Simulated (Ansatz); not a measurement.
Calculated with Ansatz (gas phase, PBE0-D4/def2-TZVP geometries, no zero-point term in ΔE). CCSD(T)/CBS adds triple-zeta CCSD(T) − MP2 to the extrapolated MP2 energy (def2 sets, frozen cores). Functionals use def2-TZVPP. B3LYP here is the variant with VWN-RPA as its local correlation; programs differ in this. For Ge outer-core shells are correlated without core-valence functions, which leaves a few kJ/mol of doubt a bond. Scalar relativity is left out up to krypton. One conformer a species, not always the lowest.

Reaction (ligand exchange at the Si–N bond): `O[SiH](F)N[Si](O)(F)F` + `[OH][GeH3]` → `O[SiH](F)[O][GeH3]` + `N[Si](O)(F)F`

`O[SiH](F)N[Si](O)(F)F`:

```xyz
12

O    -0.483    0.529   -2.531
Si   -0.848    0.060   -1.017
F    -0.880   -1.536   -0.882
N     0.426    0.629   -0.040
Si    0.918    0.084    1.493
O     0.134   -1.263    1.906
F     2.491   -0.089    1.490
F     0.631    1.137    2.632
H    -1.177    0.544   -3.191
H    -2.203    0.492   -0.626
H     0.991    1.350   -0.470
H     0.000   -1.938    1.236
```

`[OH][GeH3]`:

Z-matrix (Å, degrees):
```
Ge
O 1 1.783
H 1 1.531 2 104.3
H 1 1.541 2 109.9 3 119.6
H 1 1.541 2 109.9 3 -119.6
H 2 0.959 1 112.7 3 180.0
```

`O[SiH](F)[O][GeH3]`:

Cartesian coordinates in Å:
```
O 1.835 0.243 -0.136
Si 0.601 1.097 0.507
F 0.290 2.325 -0.463
O -0.668 0.123 0.632
Ge -1.266 -1.281 -0.296
H 2.579 0.718 -0.507
H 0.920 1.677 1.822
H -0.481 -2.513 0.170
H -1.058 -1.006 -1.791
H -2.753 -1.384 0.062
```

`N[Si](O)(F)F`:

```xyz
8

N    -0.818    0.051    0.873
Si    0.473   -0.241   -0.171
O     0.549    0.839   -1.374
F     1.908   -0.184    0.489
F     0.293   -1.728   -0.688
H    -0.947    0.951    1.304
H    -1.200   -0.692    1.434
H    -0.256    1.003   -1.866
```

```tsv
level	ΔE (kcal/mol)
r2SCAN-D4	-13.3
B3LYP-D4	-13.6
PBE	-12.5
HF/def2-TZVPP	-17.3
SCS-MP2/def2-QZVPP	-14.7
HF/CBS(def2)	-17.6
MP2/CBS(def2)	-14.1
CCSD/CBS(def2)	-14.6
```

(1) What does CCSD(T)/CBS give? (An estimate is asked.)

Largest T1 diagnostic among the species: 0.012.

## Answers

(1) Ansatz gave: -14.0 kcal/mol. The listed levels differ from it by 0.7, 0.4, 1.5, -3.3, -0.7, -3.6, -0.1, -0.6 kcal/mol.

From PBE to PBE0 (25 % exact exchange), in def2-TZVPP and without D4, ΔE moves by −0.8 kcal/mol. In def2-TZVPP, CCSD(T) changes the Hartree–Fock value by +3.3 kcal/mol (the triples alone add +0.5 kcal/mol) and MP2 by +3.2 kcal/mol. The D4 term adds +1.0 kcal/mol with B3LYP and +0.6 kcal/mol with PBE0; it sums over pairs of atoms, weighted by their polarisabilities, and B3LYP, whose exchange is more repulsive, gets the larger term.
